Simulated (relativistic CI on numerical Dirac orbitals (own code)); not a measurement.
# Ligand-field terms of d5

Computed with a parametric ligand-field model of a d^n configuration (Racah B and C, spin-orbit zeta, crystal field), exact diagonalisation.

Field parameters in Wybourne normalisation: Td as Oh with Dq negative (B⁴₀ = 21Dq, B⁴₄ = √(5/14) B⁴₀). The field is a parameter set, without covalency.

B = 840 cm⁻¹, C = 3840 cm⁻¹ (C/B = 4.57), Td, no spin-orbit coupling. Tanabe-Sugano data, E/B above the lowest term (Δ = |10Dq|; b, c mark the second and third term of a kind):

```csv
Δ/B,6A1,4T1,4T2,4T1(b),2T2,2A2
1.0,0.00,32.72,32.84,39.13,47.41,47.47
2.8,0.00,31.90,32.69,39.88,46.26,46.86
4.6,0.00,30.65,32.40,41.00,44.16,45.82
6.4,0.00,29.18,31.94,42.25,41.46,44.52
8.2,0.00,27.62,31.28,43.51,38.47,43.07
10.0,0.00,25.99,30.41,44.71,35.33,41.53
11.8,0.00,24.33,29.36,45.81,32.10,39.92
13.6,0.00,22.64,28.15,46.77,28.81,38.28
15.4,0.00,20.92,26.81,47.58,25.45,36.59
17.2,0.00,19.20,25.37,48.23,22.09,34.90
19.0,0.00,17.47,23.87,48.75,18.69,33.18
20.8,0.00,15.73,22.32,49.15,15.28,31.46
```

The ground term stays 6A1.
